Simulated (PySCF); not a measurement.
**Ne (neon, neutral) across methods**

[Ne], closed-shell 1S. Calculation: PySCF 2.14, in dyall-acv3z; the spin-free X2C one-electron Hamiltonian (Gaussian nucleus).

```csv
method,E (hartree),mean ε 1s (eV),mean ε 2s (eV),mean ε 2p (eV),Σ⟨r²⟩ (bohr²),⟨S²⟩
PW91,-129.0868,-831.10,-36.450,-13.435,9.822,0.000
PBE,-129.0065,-830.59,-36.400,-13.333,9.828,0.000
PBE0,-129.0110,-846.20,-40.688,-15.981,9.653,0.000
UHF,-128.68445,-892.86,-52.672,-23.124,9.367,0.000
r2SCAN,-129.0738,-837.59,-38.381,-13.966,9.627,0.000
BHandHLYP,-129.0874,-862.65,-44.901,-18.688,9.569,0.000
TPSSh,-129.1106,-840.99,-38.861,-14.533,9.685,0.000
LDA,-128.3698,-825.57,-36.115,-13.538,9.846,0.000
revPBE,-129.0758,-830.89,-36.430,-13.259,9.820,0.000
```
